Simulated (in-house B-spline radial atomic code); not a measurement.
**CAM-B3LYP excitations of Fe⁸⁺**

Method: CAM-B3LYP. Computed with an all-electron radial atomic-structure program (B-spline basis): linear response of the closed shell [Ne] 3s2 3p6 with the functional's adiabatic kernel; scalar-relativistic (spin-free one-electron X2C), finite nucleus, no spin-orbit coupling, no double excitations, S, P, D and F terms only. Only terms of natural parity with L up to 3 were computed.

Command:
```bash
python run_td.py task.json out
```
Settings (radii: box in bohr, nucleus in fm):
```
Z                        26
electrons                18
configuration            [Ne] 3s2 3p6
hamiltonian              x2c
method                   camb3lyp
box_radius               11.59
rms_radius               3.7377
intervals                70
```

Cost of the run: 1.4 s on 1 thread of Arm Neoverse N1, on a shared host.

The lowest states, in the order of their Tamm-Dancoff energies; the method's threshold (minus the highest occupied level) is 225.47 eV. Labels give the largest channel, * marks a mixed state, and oscillator strengths are full-response dipole values. Semilocal kernels can invert the small singlet-triplet splittings of Rydberg terms. Energies in eV:

| state | full response | Tamm-Dancoff | oscillator strength |
| --- | --- | --- | --- |
| 3p → 3d 3P | ? | ? | - |
| 3p → 3d 3F | 51.72 | 51.97 | - |
| 3p → 3d 1F | 56.30 | 56.31 | - |
| 3p → 3d 1P | 72.20 | 75.25 | 2.91 |
| 3s → 3d 3D | ? | ? | - |
| 3s → 3d 1D | 95.73 | 95.87 | - |
| 3p → 4s 3P | 114.12 | 114.14 | - |
| 3p → 4s 1P | 115.46 | 115.50 | 0.297 |
| 3p → 4p 3S | 124.64 | 124.67 | - |
| 3p → 4p 3D | 125.72 | 125.73 | - |

(1) Where does 3p → 3d 3P lie?

(2) Where does 3s → 3d 3D lie?

(3) How large is the singlet-triplet splitting of 3p → 3d (F terms) in Tamm-Dancoff?

(4) What polarisabilities and dispersion coefficient does the method give?

Answers

(1) At 50.89 eV in full response, 51.06 eV in Tamm-Dancoff.

(2) At 90.08 eV in full response, 90.15 eV in Tamm-Dancoff.

(3) 4.35 eV, from the unrounded values.

(4) Dipole 0.4945 bohr³, quadrupole 0.3073 bohr⁵, C6 0.5693 hartree·bohr⁶ for two such species.
